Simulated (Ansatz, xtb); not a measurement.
**FH4InSi2: which of two structures lies lower**

We compare a, a singlet given by its coordinates, with b, `F[SiH2][SiH2][In]`, a singlet. Both are isolated molecules in the gas phase, relaxed with B3LYP-D3(BJ)/def2-SVP; the shapes shown needn't be the lowest conformers.

a (Å):

| atom | x (Å) | y (Å) | z (Å) |
| --- | --- | --- | --- |
| F | -2.5795 | 0.5397 | 1.4248 |
| In | -1.9450 | 3.1864 | 1.0148 |
| Si | 0.3714 | 1.4824 | 1.1390 |
| Si | -1.1144 | -0.2989 | 1.4677 |
| H | 1.1957 | 1.1544 | -0.0738 |
| H | 1.3151 | 1.4942 | 2.3084 |
| H | -1.1187 | -0.9934 | 2.7899 |
| H | -1.2415 | -1.3317 | 0.3962 |

Close contacts (Å): F1–Si4 1.69, In2–Si3 2.88, Si3–Si4 2.34, Si3–H5 1.50, Si3–H6 1.50, Si4–H7 1.49, Si4–H8 1.49.

b (Å):

```
atom    x (Å)    y (Å)    z (Å)
   F  -3.3020   1.4421   1.5816
  In   0.7754  -2.5671   0.4716
  Si  -2.2369   0.5376   0.7242
  Si  -1.0488  -1.0334   1.9814
   H  -1.2930   1.4903   0.0613
   H  -3.0167  -0.1457  -0.3543
   H  -2.0686  -1.9035   2.6646
   H  -0.3544  -0.2748   3.0797
```

Estimate which is lower in electronic energy at CCSD(T)/def2-SVP + ΔMP2/def2-TZVPP, and by roughly how much.

Too close to call at this level: CCSD(T)/def2-SVP + ΔMP2/def2-TZVPP gives E(b) − E(a) = +0.64 kJ/mol.

The same difference at several levels:

```tsv
level	geometry	E(b) − E(a) (kJ/mol)	departure from the last row (kJ/mol)	job, with rough time for the two
B3LYP-D3(BJ)/def2-SVP	B3LYP-D3(BJ)/def2-SVP	+15.39	+14.75	optimisation, 2.8 min
HF/def2-SVP	B3LYP-D3(BJ)/def2-SVP	+2.92	+2.28	part of the CCSD(T) run
MP2/def2-SVP	B3LYP-D3(BJ)/def2-SVP	+10.62	+9.98	part of the CCSD(T) run
CCSD(T)/def2-SVP	B3LYP-D3(BJ)/def2-SVP	+10.42	+9.78	single point
CCSD(T)/def2-SVP + ΔMP2/def2-TZVPP	B3LYP-D3(BJ)/def2-SVP	+0.64		single point, 75 s
```

The largest departure from CCSD(T)/def2-SVP + ΔMP2/def2-TZVPP is that of B3LYP-D3(BJ)/def2-SVP, 14.75 kJ/mol. Levels run at GFN2-xTB geometries aren't shown. The last row adds to CCSD(T) the change of the MP2 difference between the two basis sets, here −9.78 kJ/mol.

With harmonic frequencies from B3LYP-D3(BJ)/def2-SVP (ideal gas, rigid rotor, one conformer each, 298.15 K, 1 atm): on the last row, ΔE + ΔZPE = +1.49 kJ/mol. A mode under 50 cm⁻¹ makes harmonic enthalpies and free energies unreliable, so none is given.

The correlated steps freeze 15 core orbitals; the filled d shell of In is correlated, in a basis made for valence electrons. Atoms past krypton carry core potentials in the def2 sets and no spin–orbit term is included. Programs: Ansatz 0.2.0; the last row on 1 thread of Intel(R) Xeon(R) Processor @ 2.50GHz (Skylake/Cascade Lake) on a shared host.
